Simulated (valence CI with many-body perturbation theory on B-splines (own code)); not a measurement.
# Ga XI: configurations and terms from energies and g

Calculated by relativistic CI+MBPT: three valence electrons over a frozen Dirac-Fock core [Ar], radial functions for each j: 9 s, 9 p, 10 d, 8 f, 5 g, 3 h, 1 i, with the one-electron correlation potential Σ1 (screened to all orders), the two-electron term Σ2, the three-electron term Σ3, Breit, model QED; selected single and double excitations, second order for the rest, scaled by the run's own slope (own B-spline code, finite nucleus).

No measured levels were compared; by estimate terms of the open shell hold to 2 to 4 % of their energy, and close levels can change places. Core correlation moves these levels by up to 3300 cm⁻¹, and in measured spectra 5 to 20 % of such shifts remained as error; rates that hang on mixing are uncertain with them. Only levels of the ground parity were solved; by the run's estimate the other parity begins above the list, which can be wrong where configurations are misplaced.

| No. | J | Parity | E (eV) | g |
| --- | --- | --- | --- | --- |
| 1 | 3/2 | even | 0.0000 | 0.402 |
| 2 | 5/2 | even | 0.2539 | 1.028 |
| 3 | 7/2 | even | 0.5702 | 1.236 |
| 4 | 9/2 | even | 0.9256 | 1.330 |
| 5 | 1/2 | even | 3.844 | 2.581 |
| 6 | 3/2 | even | 3.866 | 1.676 |
| 7 | 7/2 | even | 4.209 | 0.890 |
| 8 | 5/2 | even | 4.262 | 1.596 |
| 9 | 9/2 | even | 4.456 | 1.089 |
| 11 | 1/2 | even | 5.508 | 0.754 |
| 12 | 9/2 | even | 5.840 | 0.932 |
| 13 | 11/2 | even | 5.958 | 1.090 |
| 14 | 5/2 | even | 6.114 | 1.202 |
| 16 | 7/2 | even | 9.270 | 1.141 |

Energies count from the lowest level. Strongly mixed levels and levels close to another of their J and parity are left out, so the numbers can have gaps.

(1) Give configuration and LS term of each level.

Results:

(1) 1: 3d3 4F; 2: 3d3 4F; 3: 3d3 4F; 4: 3d3 4F; 5: 3d3 4P; 6: 3d3 4P; 7: 3d3 2G; 8: 3d3 4P; 9: 3d3 2G; 11: 3d3 2P; 12: 3d3 2H; 13: 3d3 2H; 14: 3d3 2D; 16: 3d3 2F.
